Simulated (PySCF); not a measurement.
**Basis-set dependence of population analyses: `[SiH3][C@]12C[C@H]1C2`**

Compound: C4H8Si.
Geometry (PBE0-D3(BJ)/def2-SVP, Å), atoms numbered from 1 in this order:
```xyz
13
C4H8Si angstrom
Si     1.9807   -0.7317   -0.3128
C      0.2390   -0.5315    0.2753
C     -0.9506   -1.4516    0.1888
C     -0.9950   -0.1092   -0.4445
C     -0.5270    0.6885    0.7172
H      2.4823    0.5779   -0.8346
H      2.0194   -1.7482   -1.4104
H      2.8972   -1.1856    0.7778
H     -0.8606   -2.3211   -0.4719
H     -1.5440   -1.6316    1.0979
H     -1.1370    0.1774   -1.4862
H     -0.0697    1.6631    0.5118
H     -1.0940    0.6418    1.6591
```

PBE0 throughout (PySCF), one geometry, spherical d and f functions. Geometry: PBE0-D3(BJ)/def2-SVP; no solvent, vibrations or thermal averaging. Atoms taken as equivalent share a column and are averaged. The first 7 of 8 kinds of atom are listed.

Mulliken charges (e):

| basis | functions | Si1 | C2 | C3/C5 | C4 | H6/H7/H8 | H9/H12 | H10/H13 |
| --- | --- | --- | --- | --- | --- | --- | --- | --- |
| STO-3G | 37 | +0.561 | -0.208 | -0.154 | -0.118 | -0.115 | +0.084 | +0.079 |
| 6-31G | 65 | +0.542 | -0.253 | -0.368 | -0.122 | -0.104 | +0.178 | +0.171 |
| pcSseg-0 | 65 | +0.660 | -0.703 | -0.392 | -0.270 | -0.060 | +0.254 | +0.249 |
| 6-31G* | 90 | +0.327 | -0.103 | -0.391 | -0.130 | -0.072 | +0.183 | +0.174 |
| cc-pVDZ | 114 | +0.246 | -0.265 | +0.041 | -0.102 | -0.056 | +0.048 | +0.042 |
| def2-SVP | 114 | +0.427 | -0.366 | -0.005 | -0.081 | -0.079 | +0.053 | +0.052 |
| 6-311+G(2d,p) | 191 | +0.342 | +0.338 | -0.511 | -0.045 | -0.068 | +0.133 | +0.108 |
| aug-cc-pVDZ | 191 | -0.856 | +0.179 | +0.820 | +0.769 | +0.254 | -0.502 | -0.450 |
| def2-TZVP | 209 | +0.152 | -0.115 | -0.191 | -0.145 | -0.028 | +0.111 | +0.106 |
| IGLO-III | 264 | +0.776 | -0.146 | -0.240 | -0.108 | -0.174 | +0.101 | +0.098 |
| cc-pVTZ | 266 | +0.177 | -0.043 | -0.220 | -0.103 | -0.036 | +0.100 | +0.093 |

IAO charges (e):

```
        basis  functions     Si1      C2   C3/C5      C4  H6/H7/H8  H9/H12  H10/H13
       STO-3G         37  +0.643  -0.282  -0.253  -0.142    -0.122  +0.134   +0.125
        6-31G         65  +0.452  -0.257  -0.273  -0.142    -0.082  +0.150   +0.140
     pcSseg-0         65  +0.451  -0.285  -0.266  -0.144    -0.077  +0.150   +0.141
       6-31G*         90  +0.583  -0.288  -0.256  -0.132    -0.117  +0.142   +0.131
      cc-pVDZ        114  +0.576  -0.283  -0.259  -0.135    -0.114  +0.143   +0.131
     def2-SVP        114  +0.595  -0.286  -0.250  -0.130    -0.120  +0.139   +0.127
6-311+G(2d,p)        191  +0.612  -0.295  -0.266  -0.140    -0.123  +0.147   +0.135
  aug-cc-pVDZ        191  +0.579  -0.284  -0.266  -0.141    -0.115  +0.147   +0.134
    def2-TZVP        209  +0.621  -0.298  -0.266  -0.139    -0.125  +0.147   +0.135
     IGLO-III        264  +0.620  -0.297  -0.267  -0.140    -0.125  +0.148   +0.135
      cc-pVTZ        266  +0.606  -0.294  -0.266  -0.139    -0.121  +0.147   +0.135
```

Hirshfeld charges (e):

```json
{"basis": "STO-3G", "functions": "37", "Si1": "+0.364", "C2": "-0.111", "C3/C5": "-0.034", "C4": "-0.054", "H6/H7/H8": "-0.080", "H9/H12": "+0.022", "H10/H13": "+0.015"}
{"basis": "6-31G", "functions": "65", "Si1": "+0.281", "C2": "-0.113", "C3/C5": "-0.064", "C4": "-0.050", "H6/H7/H8": "-0.074", "H9/H12": "+0.049", "H10/H13": "+0.037"}
{"basis": "pcSseg-0", "functions": "65", "Si1": "+0.302", "C2": "-0.102", "C3/C5": "-0.069", "C4": "-0.046", "H6/H7/H8": "-0.076", "H9/H12": "+0.044", "H10/H13": "+0.034"}
{"basis": "6-31G*", "functions": "90", "Si1": "+0.280", "C2": "-0.110", "C3/C5": "-0.063", "C4": "-0.047", "H6/H7/H8": "-0.077", "H9/H12": "+0.049", "H10/H13": "+0.038"}
{"basis": "cc-pVDZ", "functions": "114", "Si1": "+0.301", "C2": "-0.104", "C3/C5": "-0.070", "C4": "-0.048", "H6/H7/H8": "-0.079", "H9/H12": "+0.048", "H10/H13": "+0.038"}
{"basis": "def2-SVP", "functions": "114", "Si1": "+0.307", "C2": "-0.102", "C3/C5": "-0.073", "C4": "-0.048", "H6/H7/H8": "-0.080", "H9/H12": "+0.048", "H10/H13": "+0.038"}
{"basis": "6-311+G(2d,p)", "functions": "191", "Si1": "+0.315", "C2": "-0.122", "C3/C5": "-0.078", "C4": "-0.057", "H6/H7/H8": "-0.078", "H9/H12": "+0.052", "H10/H13": "+0.043"}
{"basis": "aug-cc-pVDZ", "functions": "191", "Si1": "+0.312", "C2": "-0.118", "C3/C5": "-0.082", "C4": "-0.058", "H6/H7/H8": "-0.077", "H9/H12": "+0.053", "H10/H13": "+0.044"}
{"basis": "def2-TZVP", "functions": "209", "Si1": "+0.307", "C2": "-0.116", "C3/C5": "-0.078", "C4": "-0.055", "H6/H7/H8": "-0.078", "H9/H12": "+0.052", "H10/H13": "+0.043"}
{"basis": "IGLO-III", "functions": "264", "Si1": "+0.307", "C2": "-0.114", "C3/C5": "-0.083", "C4": "-0.058", "H6/H7/H8": "-0.075", "H9/H12": "+0.052", "H10/H13": "+0.044"}
{"basis": "cc-pVTZ", "functions": "266", "Si1": "+0.304", "C2": "-0.111", "C3/C5": "-0.078", "C4": "-0.053", "H6/H7/H8": "-0.078", "H9/H12": "+0.051", "H10/H13": "+0.042"}
```

ESP-fitted charges (e):

```json
{"basis": "STO-3G", "functions": "37", "Si1": "+0.298", "C2": "+0.112", "C3/C5": "-0.510", "C4": "+0.048", "H6/H7/H8": "-0.071", "H9/H12": "+0.174", "H10/H13": "+0.171"}
{"basis": "6-31G", "functions": "65", "Si1": "+0.343", "C2": "+0.037", "C3/C5": "-0.506", "C4": "-0.003", "H6/H7/H8": "-0.095", "H9/H12": "+0.205", "H10/H13": "+0.189"}
{"basis": "pcSseg-0", "functions": "65", "Si1": "+0.411", "C2": "-0.003", "C3/C5": "-0.579", "C4": "+0.003", "H6/H7/H8": "-0.103", "H9/H12": "+0.231", "H10/H13": "+0.222"}
{"basis": "6-31G*", "functions": "90", "Si1": "+0.249", "C2": "+0.072", "C3/C5": "-0.481", "C4": "-0.019", "H6/H7/H8": "-0.075", "H9/H12": "+0.195", "H10/H13": "+0.181"}
{"basis": "cc-pVDZ", "functions": "114", "Si1": "+0.204", "C2": "+0.089", "C3/C5": "-0.450", "C4": "-0.025", "H6/H7/H8": "-0.064", "H9/H12": "+0.182", "H10/H13": "+0.167"}
{"basis": "def2-SVP", "functions": "114", "Si1": "+0.263", "C2": "+0.061", "C3/C5": "-0.452", "C4": "-0.018", "H6/H7/H8": "-0.077", "H9/H12": "+0.183", "H10/H13": "+0.169"}
{"basis": "6-311+G(2d,p)", "functions": "191", "Si1": "+0.217", "C2": "+0.104", "C3/C5": "-0.482", "C4": "-0.030", "H6/H7/H8": "-0.069", "H9/H12": "+0.194", "H10/H13": "+0.180"}
{"basis": "aug-cc-pVDZ", "functions": "191", "Si1": "+0.229", "C2": "+0.096", "C3/C5": "-0.467", "C4": "-0.028", "H6/H7/H8": "-0.071", "H9/H12": "+0.188", "H10/H13": "+0.174"}
{"basis": "def2-TZVP", "functions": "209", "Si1": "+0.216", "C2": "+0.115", "C3/C5": "-0.489", "C4": "-0.019", "H6/H7/H8": "-0.070", "H9/H12": "+0.193", "H10/H13": "+0.181"}
{"basis": "IGLO-III", "functions": "264", "Si1": "+0.227", "C2": "+0.093", "C3/C5": "-0.459", "C4": "-0.035", "H6/H7/H8": "-0.071", "H9/H12": "+0.187", "H10/H13": "+0.172"}
{"basis": "cc-pVTZ", "functions": "266", "Si1": "+0.231", "C2": "+0.094", "C3/C5": "-0.466", "C4": "-0.029", "H6/H7/H8": "-0.072", "H9/H12": "+0.188", "H10/H13": "+0.175"}
```

Some averages cover members that differ in this geometry, most widely: H6/H7/H8, Mulliken in aug-cc-pVDZ +0.235 to +0.291 e.

Q: Which scheme is steadiest as the basis changes?

A: Largest range over the bases for any column: Hirshfeld 0.08 e, IAO 0.19 e, ESP-fitted 0.21 e, Mulliken 1.63 e. Hirshfeld charges move least and Mulliken charges most, counted in e. Without the minimal STO-3G basis the ranges are Hirshfeld 0.03, IAO 0.17, ESP-fitted 0.21, Mulliken 1.63 e.

Q: How much do the charges still move between the two largest bases, IGLO-III and cc-pVTZ?

A: At most, over all atoms: Mulliken 0.599 e, IAO 0.014 e, Hirshfeld 0.005 e, ESP-fitted 0.007 e.

Q: What do the same runs give for the total energy, the frontier levels and the dipole moment?

A: 
```json
{"basis": "STO-3G", "energy (Eh)": "-441.1185", "HOMO (eV)": "-5.32", "LUMO (eV)": "5.87", "μ (D)": "0.65"}
{"basis": "6-31G", "energy (Eh)": "-446.2273", "HOMO (eV)": "-7.07", "LUMO (eV)": "1.42", "μ (D)": "0.67"}
{"basis": "pcSseg-0", "energy (Eh)": "-445.6040", "HOMO (eV)": "-7.49", "LUMO (eV)": "1.31", "μ (D)": "0.64"}
{"basis": "6-31G*", "energy (Eh)": "-446.3155", "HOMO (eV)": "-7.06", "LUMO (eV)": "1.35", "μ (D)": "0.69"}
{"basis": "cc-pVDZ", "energy (Eh)": "-446.3421", "HOMO (eV)": "-7.15", "LUMO (eV)": "1.28", "μ (D)": "0.61"}
{"basis": "def2-SVP", "energy (Eh)": "-446.1374", "HOMO (eV)": "-7.25", "LUMO (eV)": "1.28", "μ (D)": "0.63"}
{"basis": "6-311+G(2d,p)", "energy (Eh)": "-446.3856", "HOMO (eV)": "-7.25", "LUMO (eV)": "0.20", "μ (D)": "0.62"}
{"basis": "aug-cc-pVDZ", "energy (Eh)": "-446.3501", "HOMO (eV)": "-7.21", "LUMO (eV)": "-0.02", "μ (D)": "0.61"}
{"basis": "def2-TZVP", "energy (Eh)": "-446.4004", "HOMO (eV)": "-7.25", "LUMO (eV)": "0.82", "μ (D)": "0.63"}
{"basis": "IGLO-III", "energy (Eh)": "-446.4035", "HOMO (eV)": "-7.24", "LUMO (eV)": "0.77", "μ (D)": "0.62"}
{"basis": "cc-pVTZ", "energy (Eh)": "-446.3993", "HOMO (eV)": "-7.23", "LUMO (eV)": "0.89", "μ (D)": "0.64"}
```
